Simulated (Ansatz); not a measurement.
The same redistribution along the group F, Cl, Br.

Isolated molecules relaxed with PBE0-D4/def2-TZVP in Ansatz; ΔE leaves out vibrations. CCSD(T)/CBS adds triple-zeta CCSD(T) − MP2 to the extrapolated MP2 energy (def2 sets, frozen cores). def2 core potentials past Kr. For Br, Ga, In outer-core shells are correlated without core-valence functions, which leaves a few kJ/mol of doubt a bond. Scalar relativity is left out up to krypton. One conformer a species, not always the lowest.

**Question.** Order these by ΔE at CCSD(T)/CBS, lowest first. (An estimate is asked.)
A. `[OH][Ga]([F])[F]` + `[F][In]([SH])[O][SiH3]` → `[OH][Ga]([F])[O][SiH3]` + `[F][In]([F])[SH]`
B. `[OH][Ga]([Br])[Br]` + `[SiH3][O][In]([SH])[Br]` → `[OH][Ga]([Br])[O][SiH3]` + `[SH][In]([Br])[Br]`
C. `[OH][Ga]([Cl])[Cl]` + `[SiH3][O][In]([SH])[Cl]` → `[OH][Ga]([Cl])[O][SiH3]` + `[SH][In]([Cl])[Cl]`

**Answer.** B (-0.34 eV), C (-0.26 eV), A (-0.03 eV).

Largest T1 diagnostic: 0.016, for `[F][In]([F])[SH]`.
